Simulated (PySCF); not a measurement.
# Mayer bond orders and bond lengths

Species: C2H7PSi.
SMILES with atom numbers: `[H]/[P:4]=[C:2](/[CH3:1])[SiH3:3]` (hydrogens: H5, H6, H7 on C1; H8, H9, H10 on Si3; H11 on P4)

Geometry (GFN2-xTB, Å), atoms numbered from 1 in this order:
```xyz
11
C2H7PSi angstrom
C      1.5001   -0.2999   -0.2721
C      0.2186    0.4579   -0.0952
Si    -1.3011   -0.5808    0.3304
P      0.2490    2.1290   -0.3007
H      2.3294    0.3583   -0.5295
H      1.3903   -1.0479   -1.0587
H      1.7527   -0.8330    0.6456
H     -1.5813   -1.4700   -0.8010
H     -0.9966   -1.3785    1.5217
H     -2.4429    0.2984    0.5833
H     -1.1127    2.3692   -0.0497
```

Bond orders from the PBE0/pcSseg-1 density (PySCF). Isolated species at its GFN2-xTB geometry, gas phase.

Problem. How far do the computed orders between heavy atoms stray from the drawn ones?

Solution. The largest departure is 0.163, at C2–P4 (drawn double, 1.837). Drawn single, order below 0.88: C2–Si3 (0.856).

Problem. Give the Mayer order of every bond between heavy atoms, beside its length.

Solution. 
| bond | drawn as | length (Å) | Mayer order |
| --- | --- | --- | --- |
| C1–C2 | single | 1.499 | 1.033 |
| C2–Si3 | single | 1.889 | 0.856 |
| C2–P4 | double | 1.684 | 1.837 |

Problem. And the bonds to hydrogen?

Solution. C–H: 0.95 to 0.96 (3 bonds); H–Si: 0.93 to 0.95 (3 bonds); H–P: 0.91 (1 bond).

Problem. Sum the orders of all bonds at each heavy atom with more than one neighbour and set the sums beside the valence in the SMILES.

Solution. C1 3.886 (drawn 4), C2 3.726 (drawn 4), Si3 3.672 (drawn 4), P4 2.745 (drawn 3). Orders between atoms that aren't bonded are not in these sums.

Mayer orders depend on the basis set.

These values come from a run that also computed NMR shieldings. Hardware: an Arm Neoverse N1 with one thread, no GPU, shared host with 64 logical CPUs at a one-minute load of 47. Cost: 15 s, 0.52 GiB resident at most.
